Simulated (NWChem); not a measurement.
System: CCl2, singlet; SMILES Cl[C]Cl

Computed with NWChem. Low-valent species are run as closed-shell singlets; no triplet was tried in these runs. Each level has its own optimisation; frequencies are unscaled.

```tsv
level	r C–Cl (Å)	highest harmonic frequency (cm⁻¹)	lowest (cm⁻¹)	zero-point energy (kcal/mol)
CAM-B3LYP/def2-SVP	1.714	809	353	2.8
BLYP/def2-SVP	1.767	687	314	2.4
B3LYP/3-21G	1.883	636	277	2.1
PBE0-D3(BJ)/def2-TZVP	1.708	793	342	2.7
```
